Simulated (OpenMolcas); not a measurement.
**Levels of As III by method**

* Program: OpenMolcas 26.06
* Basis: ANO-RCC-VTZP [6s5p3d1f]
* Scalar Hamiltonian: DKH2, point nucleus
* Active space: 3 electrons in 9 orbitals (RAS2 4s 4p; RAS3 4d, at most 2 electrons)
* State averaging: 2S+1 = 4 odd, 1 root; 2S+1 = 2 odd, 11 roots; 2S+1 = 4 even, 3 roots; 2S+1 = 2 even, 9 roots
* Spin-orbit coupling: RASSI with atomic mean-field integrals over the reference wave functions, term energies averaged over their components

Methods on the same reference wave functions:
A. RASSCF
B. SS-RASPT2, IPEA 0.25 Eh, imaginary shift 0.1 Eh (closed shells correlated: 3d)
C. MS-RASPT2, IPEA 0.25 Eh, imaginary shift 0.1 Eh (closed shells correlated: 3d)
D. XMS-RASPT2, IPEA 0.25 Eh, imaginary shift 0.1 Eh (closed shells correlated: 3d)

Energies in cm⁻¹ above 4s² 4p ²P°_1/2, the measured ground level; measured values from Moore, Atomic Energy Levels, vol. II, NSRDS-NBS 35 (1971 reprint of NBS Circular 467, 1952).

```json
{"Level": "4s² 4p ²P°_1/2", "A": "0.0", "B": "0.0", "C": "0.0", "D": "0.0", "Measured": "0.0"}
{"Level": "4s² 4p ²P°_3/2", "A": "2641", "B": "2640", "C": "2650", "D": "2650", "Measured": "2940"}
{"Level": "4s 4p² ⁴P_1/2", "A": "59392", "B": "62030", "C": "62070", "D": "62310", "Measured": ""}
{"Level": "4s 4p² ⁴P_3/2", "A": "60399", "B": "63040", "C": "63090", "D": "63330", "Measured": ""}
{"Level": "4s 4p² ⁴P_5/2", "A": "61907", "B": "64540", "C": "64590", "D": "64830", "Measured": ""}
{"Level": "4s 4p² ²D_3/2", "A": "82705", "B": "83140", "C": "83180", "D": "83300", "Measured": "85309"}
{"Level": "4s 4p² ²D_5/2", "A": "82880", "B": "83320", "C": "83370", "D": "83490", "Measured": "85630"}
{"Level": "4s 4p² ²S_1/2", "A": "108178", "B": "107460", "C": "107500", "D": "107790", "Measured": "107806"}
{"Level": "4s 4p² ²P_1/2", "A": "116607", "B": "115650", "C": "115700", "D": "115790", "Measured": "113938"}
{"Level": "4s 4p² ²P_3/2", "A": "118127", "B": "117170", "C": "117210", "D": "117300", "Measured": "115425"}
```

Deviations, from unrounded energies. A percentage is the sum of absolute deviations over the sum of measured energies, with the sign that they share, or ± where signs differ.

| Against measurement | Levels | A | B | C | D |
| --- | --- | --- | --- | --- | --- |
| mean absolute deviation (cm-1) | 6 | 1900 | 1400 | 1400 | 1400 |
| fine structure of the ground term (%) | 1 | -10.2 | -10.2 | -9.8 | -9.9 |
| other configurations (%) | 5 | ±2.2 | ±1.6 | ±1.6 | ±1.6 |

B, C, D lie about equally close to measurement and A furthest from it. The largest miss of D in the table is 4s 4p² ²D_5/2, by -2100 cm-1. The ranking rests on the paired levels alone, and a cruder setting can come out closer through cancelling errors.

Among B to D the level of the table that moves most is 4s 4p² ²S_1/2, by 340 cm-1 (lowest in B, highest in D). Moves below CASPT2's spread within the term are not significant.

The lowest spin-free term lies below A's lowest term by 0.058 hartree in B, 0.058 hartree in C, 0.060 hartree in D.

CASPT2 breaks the degeneracy within a term, and the mean is taken; among the terms shown or strongly mixed into the levels shown the widest spread is 26 cm-1 (4s 4p² ²D, D). Active for correlation alone: 4d; no level in the range computed is led by a configuration that fills it, so any true level of that kind is missing. Some terms mix strongly with configurations of 4d, whose occupation reaches 0.18 (4s 4p² ²D). Measured partners are found by configuration, term and J. A level has none where our copy of the source lacks it or the pairing is in doubt (some pairs that miss far off the trend of their configuration count as doubtful), and it then counts in no deviation. Levels of configurations outside the active space are missing. The table leaves out levels that lie high or whose names do not pair safely across all columns.

° marks odd parity.
